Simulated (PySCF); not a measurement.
C11H9NS, SMILES c1ccc(Sc2ccncc2)cc1, singlet (GFN2-xTB optimised geometry):

```
22

C     -0.693    -2.895     0.000
C     -1.386    -1.695     0.013
C     -0.701    -0.495     0.026
C      0.687    -0.502     0.004
S      1.600     1.028     0.063
C      0.867     1.968    -1.243
C      1.019     3.352    -1.219
C      0.475     4.088    -2.257
N     -0.182     3.550    -3.271
C     -0.310     2.235    -3.292
C      0.195     1.393    -2.315
C      1.387    -1.699     0.000
C      0.691    -2.895     0.000
H     -1.234    -3.830    -0.007
H     -2.466    -1.691     0.022
H     -1.236     0.443     0.047
H      1.545     3.830    -0.408
H      0.564     5.166    -2.275
H     -0.843     1.829    -4.141
H      0.068     0.324    -2.391
H      2.466    -1.686    -0.004
H      1.234    -3.828    -0.005
```

Level of theory: CAM-B3LYP/def2-SVP (PySCF).

### Question
What are the frontier orbital energies and the dipole moment?

### Answer
HOMO-2 -8.82 eV, HOMO-1 -8.61 eV, HOMO -7.57 eV, LUMO 0.21 eV, LUMO+1 0.53 eV; dipole moment 2.62 D.

Meta-Löwdin charges at CAM-B3LYP/def2-SVP: C1 -0.10, C2 -0.10, C3 -0.10, C4 -0.07, S5 0.10, C6 -0.03, C7 -0.14, C8 0.03, N9 -0.26, C10 0.03, C11 -0.15, C12 -0.10, C13 -0.10, H14 0.11, H15 0.11, H16 0.11, H17 0.11, H18 0.11, H19 0.11, H20 0.12, H21 0.11, H22 0.11.
